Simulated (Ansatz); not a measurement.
All values below come from frozen-core CCSD(T)/cc-pVDZ // PBE0-D3(BJ)/def2-SVP (Ansatz, a first-principles code). The restricted HF reference is unstable towards unrestricted orbitals.

Ansatz 0.2 input:
```yaml
crystal:
  periodic: [false, false, false]
  atoms:
    - { symbol: B, position_ang: [-2.616503, -0.775805, -0.633833] }
    - { symbol: C, position_ang: [-1.185099, -0.320606, -0.292665] }
    - { symbol: C, position_ang: [-0.266225, -1.280926, 0.144722] }
    - { symbol: C, position_ang: [1.053643, -0.945717, 0.474394] }
    - { symbol: C, position_ang: [2.130555, -1.775853, 0.935631] }
    - { symbol: C, position_ang: [3.273038, -1.070282, 1.149362] }
    - { symbol: S, position_ang: [3.108087, 0.622277, 0.805606] }
    - { symbol: C, position_ang: [1.4485, 0.410264, 0.354447] }
    - { symbol: C, position_ang: [0.563954, 1.400238, -0.078149] }
    - { symbol: C, position_ang: [-0.745476, 1.043143, -0.401119] }
    - { symbol: C, position_ang: [-1.630447, 2.075017, -0.841124] }
    - { symbol: C, position_ang: [-2.349757, 2.979773, -1.210161] }
    - { symbol: H, position_ang: [-3.457541, -0.002058, -1.017135] }
    - { symbol: H, position_ang: [-2.893886, -1.947549, -0.510761] }
    - { symbol: H, position_ang: [-0.592398, -2.320731, 0.229974] }
    - { symbol: H, position_ang: [2.04381, -2.850803, 1.097167] }
    - { symbol: H, position_ang: [4.232807, -1.450574, 1.498118] }
    - { symbol: H, position_ang: [0.881939, 2.440288, -0.165778] }
    - { symbol: H, position_ang: [-2.999003, 3.769907, -1.5387] }
basis:
  gaussian: { orbitals: cc-pVDZ }
correlation:
  method: ccsd_t
```

Output:

```
Functional definition: HF
1951 factors; integrals over basis functions are off by at most 9.6e-4 eV
mean field evaluation 1: about -21896.9432 eV, gradient 3.9e1 eV
mean field evaluation 2: about -21897.5172 eV, gradient 3.9e1 eV
mean field evaluation 4: about -21902.9586 eV, gradient 7.2e0 eV
mean field evaluation 8: about -21903.1334 eV, gradient 4.4e-1 eV
mean field evaluation 16: about -21896.9427 eV, gradient 3.9e1 eV
mean field -21903.13522096 eV, -804.9253728921 hartree, gradient 1.7e-6 eV, S^2 0.000000; 0 other end points of the search recorded, 0 dependent functions left out; unrestricted orbitals would lower it
16 core orbitals not correlated
reference -21903.13522096 eV, -804.9253728921 hartree; 28, 28 occupied and 163, 163 virtual orbitals, 1951 factors
second order -40.68604139 eV of doubles, -0.00000000 eV of singles
cycle   1  -40.57295735 eV  change    1.1e-1 eV  update   1.8e-1
cycle   2  -41.86646271 eV  change    -1.3e0 eV  update   5.7e-2
cycle   3  -42.16504926 eV  change   -3.0e-1 eV  update   2.6e-2
cycle   4  -42.17125261 eV  change   -6.2e-3 eV  update   8.3e-3
cycle   5  -42.17440276 eV  change   -3.2e-3 eV  update   4.4e-3
cycle   6  -42.17688751 eV  change   -2.5e-3 eV  update   1.4e-3
cycle   7  -42.17633267 eV  change    5.5e-4 eV  update   6.7e-4
cycle   8  -42.17621376 eV  change    1.2e-4 eV  update   3.1e-4
cycle   9  -42.17622787 eV  change   -1.4e-5 eV  update   1.5e-4
cycle  10  -42.17617362 eV  change    5.4e-5 eV  update   5.9e-5
cycle  11  -42.17610500 eV  change    6.9e-5 eV  update   2.6e-5
perturbative correction -2.04916459 eV, -0.0753054097 hartree
Total energy: -21947.36049055 eV, -806.5506215724 hartree
```

Cost: around 8 core-minutes (rough).
